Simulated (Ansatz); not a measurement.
Basis sets compared for the cluster Rb2F. The state is a doublet with charge 0. Geometry r2SCAN-D4/def2-TZVP. Ansatz on 4 threads of Arm Neoverse V2 on a shared host; times are rough, and most runs start from earlier orbitals.

Cartesian coordinates in Å:
```
Rb -0.192 0.846 -2.036
Rb 0.765 -1.255 1.654
F -0.573 0.409 0.381
```

In the def2 sets Rb takes a core potential; there is no spin–orbit coupling. The structure comes from a short search, and lower isomers may exist.

Binding counts from free atoms (Rb doublet, F doublet) in the same basis, without a counterpoise term.

```json
{"level": "PBE-D4/def2-SVP", "functions": "62", "energy (Eh)": "-147.9207", "HOMO (eV)": "-2.06", "LUMO (eV)": "-1.61", "binding per atom (eV)": "1.97", "wall time": "0.8 s"}
{"level": "PBE-D4/def2-TZVP", "functions": "97", "energy (Eh)": "-148.0564", "HOMO (eV)": "-2.05", "LUMO (eV)": "-1.53", "binding per atom (eV)": "2.02", "wall time": "1.1 s"}
{"level": "r2SCAN-D4/def2-TZVP", "functions": "97", "energy (Eh)": "-148.1373", "HOMO (eV)": "-2.01", "LUMO (eV)": "-1.42", "binding per atom (eV)": "1.98", "wall time": "2.6 s"}
{"level": "PBE0-D4/def2-SVP", "functions": "62", "energy (Eh)": "-147.9175", "HOMO (eV)": "-2.33", "LUMO (eV)": "-1.17", "binding per atom (eV)": "1.86", "wall time": "1.2 s"}
{"level": "PBE0-D4/def2-TZVP (with forces)", "functions": "97", "energy (Eh)": "-148.0512", "HOMO (eV)": "-2.34", "LUMO (eV)": "-1.16", "binding per atom (eV)": "1.92", "wall time": "3.7 s"}
```

Q: Estimate the rows for PBE-D4/def2-TZVPD, r2SCAN-D4/def2-TZVPD, PBE0-D4/def2-TZVPD.

A: 
| level | functions | energy (Eh) | HOMO (eV) | LUMO (eV) | binding per atom (eV) | wall time |
| --- | --- | --- | --- | --- | --- | --- |
| PBE-D4/def2-TZVPD | 106 | -148.0586 | -2.05 | -1.52 | 2.03 | 1.4 s |
| r2SCAN-D4/def2-TZVPD | 106 | -148.1393 | -2.00 | -1.42 | 1.99 | 2.7 s |
| PBE0-D4/def2-TZVPD | 106 | -148.0533 | -2.33 | -1.16 | 1.93 | 1.6 s |
